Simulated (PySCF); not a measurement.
# Computed records: BClH4Si2, CH5BOSi, CH7BSi2, BH5NSi2

All values are calculated (PySCF 2.14.0). Calculation on a computer-drawn molecule: the log of a Hartree-Fock and frozen-core CCSD(T) single point meant for a local Hartree-Fock minimum, with one planted fault or none, to be diagnosed. Offsets are logged minus clean, where the clean run is the same molecule without the fault. The reference is restricted for singlets and unrestricted otherwise, and also for a bond in bohr or an excited solution. Adding or removing an electron swaps singlet and doublet. The excited solution moves the top pair (singlet) or top alpha electron (doublet) to the lowest empty orbital. Highest occupied and lowest empty are orbital energies over both spins, largest force is the largest gradient component, triples share is (T) over the correlation energy, the T1 limit is 0.02 restricted and 0.045 unrestricted, electrons count all cores, a negative frequency is imaginary (commonest isotopes), and the dipole is about the centre of nuclear charge.

Common to all runs: meant multiplicity 1; meant basis cc-pV(D+d)Z; logged SCF converged yes; logged CC converged yes; logged SCF stable within its kind yes; possible faults no fault, one electron removed, one electron added, multiplicity raised by two, geometry at a saddle point, SCF held on an excited solution, minimal basis STO-3G, one bond length entered in bohr, all coordinates scaled.

(1) BClH4Si2

Logged structure:
```xyz
8
BClH4Si2
B      0.2920    -1.2570     0.3296
Si     0.5164     0.4348    -0.7518
Si    -0.0284     0.2757    -3.0959
Cl    -0.9828     1.8675    -0.3130
H      1.1394    -2.1058     0.2659
H     -0.6887    -1.4774     0.9796
H      1.8063     1.1045    -0.4704
H     -1.1438    -0.7114    -2.8131
```

| Property | Result |
| --- | --- |
| meant charge | 0 |
| logged electrons | 54 |
| logged basis functions | 103 |
| logged spin squared | 0 |
| logged highest occupied | -8.7353 eV |
| logged lowest empty | -0.093308 eV |
| logged largest force | 2.097e-05 hartree/bohr |
| logged lowest frequency | 64.758 cm⁻¹ |
| logged T1 diagnostic | 0.01622 |
| logged D1 diagnostic | 0.053457 |
| logged triples share | 0.028025 |
| logged dipole magnitude | 2.3654 debye |
| logged energy HF | -1064.34635 hartree |
| logged energy CCSD(T) | -1064.81828 hartree |
| planted fault | no fault |
| HF energy offset from clean run | 0 kcal/mol |
| CCSD(T) energy offset from clean run | 0 kcal/mol |

Drawn bonds:
```csv
atom,other atom,order
1,2,1
2,3,1
2,4,1
1,5,1
1,6,1
2,7,1
3,8,1
```

(2) BClH4Si2

Structure as in entry 1.

| Quantity | Value |
| --- | --- |
| meant charge | 0 |
| logged electrons | 54 |
| logged basis functions | 103 |
| logged spin squared | 2.0176 |
| logged highest occupied | -8.2981 eV |
| logged lowest empty | -0.52043 eV |
| logged largest force | 0.027648 hartree/bohr |
| logged T1 diagnostic | 0.019959 |
| logged D1 diagnostic | 0.089976 |
| logged triples share | 0.028308 |
| logged dipole magnitude | 2.2092 debye |
| logged energy HF | -1064.3283 hartree |
| logged energy CCSD(T) | -1064.78017 hartree |
| planted fault | multiplicity raised by two |
| HF energy offset from clean run | 11.33 kcal/mol |
| CCSD(T) energy offset from clean run | 23.92 kcal/mol |

Drawn bonds:
```csv
atom,other atom,order
1,2,1
2,3,1
2,4,1
1,5,1
1,6,1
2,7,1
3,8,1
```

(3) CH5BOSi

Logged structure:
```xyz
9
CH5BOSi
B      0.0769    -1.6033    -1.7725
Si    -0.9736    -0.5838    -0.4615
C     -1.5852     0.9936    -0.9311
O     -1.4522     1.6496    -2.0811
H      0.5377    -2.6859    -1.5510
H      0.2702    -1.1190    -2.8563
H     -1.3389    -0.9618     0.9120
H     -2.1701     1.5879    -0.2345
H     -0.9434     1.1431    -2.7004
```

| Property | Result |
| --- | --- |
| meant charge | 0 |
| logged electrons | 38 |
| logged basis functions | 29 |
| logged spin squared | 0 |
| logged highest occupied | -4.4608 eV |
| logged lowest empty | 5.3563 eV |
| logged largest force | 0.084419 hartree/bohr |
| logged T1 diagnostic | 0.016788 |
| logged D1 diagnostic | 0.067212 |
| logged triples share | 0.027157 |
| logged dipole magnitude | 0.42094 debye |
| logged energy HF | -423.99507 hartree |
| logged energy CCSD(T) | -424.24532 hartree |
| planted fault | minimal basis STO-3G |
| HF energy offset from clean run | 3247 kcal/mol |
| CCSD(T) energy offset from clean run | 3449 kcal/mol |

Drawn bonds:
```csv
atom,other atom,order
1,2,1
2,3,2
3,4,1
1,5,1
1,6,1
2,7,1
3,8,1
4,9,1
```

(4) CH7BSi2

Logged structure:
```xyz
11
CH7BSi2
B      0.0246    -0.5142    -1.8094
Si     0.9349     0.5807    -0.3773
C      1.2723     0.0234     1.2037
Si     0.9036    -1.6377     1.9514
H     -0.3236    -1.6363    -1.5919
H     -0.1753    -0.0466    -2.8945
H      1.3330     1.9599    -0.7326
H      1.7697     0.7296     1.8685
H      2.1504    -2.3056     2.4033
H      0.0247    -1.5020     3.1404
H      0.2300    -2.5211     0.9717
```

| Item | Value |
| --- | --- |
| meant charge | 0 |
| logged electrons | 45 |
| logged basis functions | 109 |
| logged spin squared | 0.7569 |
| logged highest occupied | -16.344 eV |
| logged lowest empty | -6.608 eV |
| logged largest force | 0.051153 hartree/bohr |
| logged T1 diagnostic | 0.018645 |
| logged D1 diagnostic | 0.083438 |
| logged triples share | 0.026229 |
| logged dipole magnitude | 3.8846 debye |
| logged energy HF | -644.15211 hartree |
| logged energy CCSD(T) | -644.60092 hartree |
| planted fault | withheld |

Drawn bonds:
```csv
atom,other atom,order
1,2,1
2,3,2
3,4,1
1,5,1
1,6,1
2,7,1
3,8,1
4,9,1
4,10,1
4,11,1
```

(5) BH5NSi2

Logged structure:
```xyz
9
BH5NSi2
B     -3.9852    -1.2302     0.7703
Si    -2.3085    -0.5337     1.6775
N     -0.8361    -0.8890     1.1487
Si     0.6409    -1.2140     0.6619
H     -4.4816    -0.5882    -0.1017
H     -4.4447    -2.2716     1.1213
H     -2.4159     0.3288     2.8618
H      1.3248    -0.3667    -0.3120
H      1.3662    -2.3806     1.1588
```

| Quantity | Value |
| --- | --- |
| meant charge | 1 |
| logged electrons | 45 |
| logged basis functions | 99 |
| logged spin squared | 0.7625 |
| logged highest occupied | -5.4336 eV |
| logged lowest empty | 0.39905 eV |
| logged largest force | 0.0726 hartree/bohr |
| logged T1 diagnostic | 0.033495 |
| logged D1 diagnostic | 0.18032 |
| logged triples share | 0.0357 |
| logged dipole magnitude | 9.1583 debye |
| logged energy HF | -659.80857 hartree |
| logged energy CCSD(T) | -660.30606 hartree |
| planted fault | withheld |

Drawn bonds:
```csv
atom,other atom,order
1,2,1
2,3,2
3,4,1
1,5,1
1,6,1
2,7,1
4,8,1
4,9,1
```

Questions
1. Which fault was planted in the run of CH7BSi2 (entry 4)?
2. Which fault was planted in the run of BH5NSi2 (entry 5)?

## Answers
1. one electron removed
2. one electron added

Further results for CH7BSi2 (entry 4):

| Quantity | Value |
| --- | --- |
| HF energy offset from clean run | 168.5 kcal/mol |
| CCSD(T) energy offset from clean run | 201.6 kcal/mol |

Further results for BH5NSi2 (entry 5):

| Item | Value |
| --- | --- |
| HF energy offset from clean run | -99.69 kcal/mol |
| CCSD(T) energy offset from clean run | -118.1 kcal/mol |
